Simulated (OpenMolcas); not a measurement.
How methods differ on C3H11AlO (SMILES C[Al-](C)(C)[OH2+])

C3H11AlO has 16 atoms, charge 0, and is taken as a singlet. As SMILES, `C[Al-](C)(C)[OH2+]`. Geometry: relaxed at PBE0-D4/def2-TZVP. This is one conformer, not always the lowest.

```xyz
16

C    -0.6380    0.7231   -1.7127
Al    0.0856   -0.1405   -0.0856
C     1.6989    0.6544    0.7405
C    -0.2107   -2.0711    0.1425
O    -1.2682    0.6786    1.2276
H    -0.5857    1.8181   -1.6867
H    -0.0691    0.4146   -2.5973
H    -1.6792    0.4456   -1.9177
H     1.8436    0.3439    1.7826
H     1.7073    1.7506    0.7170
H     2.6015    0.3341    0.2076
H    -0.0166   -2.4052    1.1672
H     0.4541   -2.6517   -0.5073
H    -1.2337   -2.3694   -0.1102
H    -0.8088    1.2219    1.8776
H    -1.8809    1.2530    0.7549
```

Quantity: the dipole moment, in D. The values are calculated.

```tsv
level	kind	program	value (D)	CPU time
SVWN5/6-31G* (spherical functions)	LDA	OpenMolcas	4.05	96 s
BLYP/6-31G* (spherical functions)	GGA	OpenMolcas	4.08	1.9 min
PBE/6-31G* (spherical functions)	GGA	OpenMolcas	4.05	1.9 min
revPBE/6-31G* (spherical functions)	GGA	OpenMolcas	4.06	1.8 min
TPSS/6-31G* (spherical functions)	meta-GGA	OpenMolcas	4.13	2.1 min
B3LYP/6-31G* (spherical functions)	global hybrid	OpenMolcas	4.12	2 min
BHLYP/6-31G* (spherical functions)	global hybrid	OpenMolcas	4.17	1.9 min
B3LYP/6-31G* (Cartesian functions)	global hybrid	OpenMolcas	4.12	2.1 min
```

The values span 4.05 to 4.17 D. Magnitudes only. CPU times are rough (shared hosts, several kinds of processor and program).
